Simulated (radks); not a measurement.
The numbers below are computed, except where a source is named.
Trend from N to Bi: ionisation energy by Delta-SCF between NIST ground configurations, and size. Level of theory: scalar-relativistic Kohn-Sham, r2SCAN, spin-polarised, spherical densities, finite nucleus; open shells are filled with parallel spins first (spin-orbit coupling, left out, can overturn this in heavy ions); meta-GGA in the generalised Kohn-Sham scheme; Fermi nuclear charge, rms radius of each element as measured or else 0.836 A^(1/3) + 0.57 fm (a radial shooting solver on a logarithmic mesh with Libxc functionals).

[
 {"species": "N", "configuration": "[He] 2s2 2p3", "configuration of the ion": "[He] 2s2 2p2", "IE (eV)": "15.470", "NIST (eV)": "14.534", "kind": "exp.", "outermost": "2p", "<r> outermost (bohr)": "1.41"},
 {"species": "P", "configuration": "[Ne] 3s2 3p3", "configuration of the ion": "[Ne] 3s2 3p2", "IE (eV)": "10.903", "NIST (eV)": "10.487", "kind": "exp.", "outermost": "3p", "<r> outermost (bohr)": "2.31"},
 {"species": "As", "configuration": "[Ar] 3d10 4s2 4p3", "configuration of the ion": "[Ar] 3d10 4s2 4p2", "IE (eV)": "10.282", "NIST (eV)": "9.789", "kind": "exp.", "outermost": "4p", "<r> outermost (bohr)": "2.49"},
 {"species": "Sb", "configuration": "[Kr] 4d10 5s2 5p3", "configuration of the ion": "[Kr] 4d10 5s2 5p2", "IE (eV)": "9.315", "NIST (eV)": "8.608", "kind": "exp.", "outermost": "5p", "<r> outermost (bohr)": "2.85"},
 {"species": "Bi", "configuration": "[Hg] 6p3", "configuration of the ion": "[Hg] 6p2", "IE (eV)": "8.881", "NIST (eV)": "7.286", "kind": "exp.", "outermost": "6p", "<r> outermost (bohr)": "2.98"}
]

Reference values: NIST Atomic Spectra Database (exp. = measured, semi-emp. = semi-empirical, theory = theoretical value adopted there). Open shells are spherical and high-spin; term and fine-structure splittings are not resolved. Spin-orbit splitting is averaged out at the scalar-relativistic level.
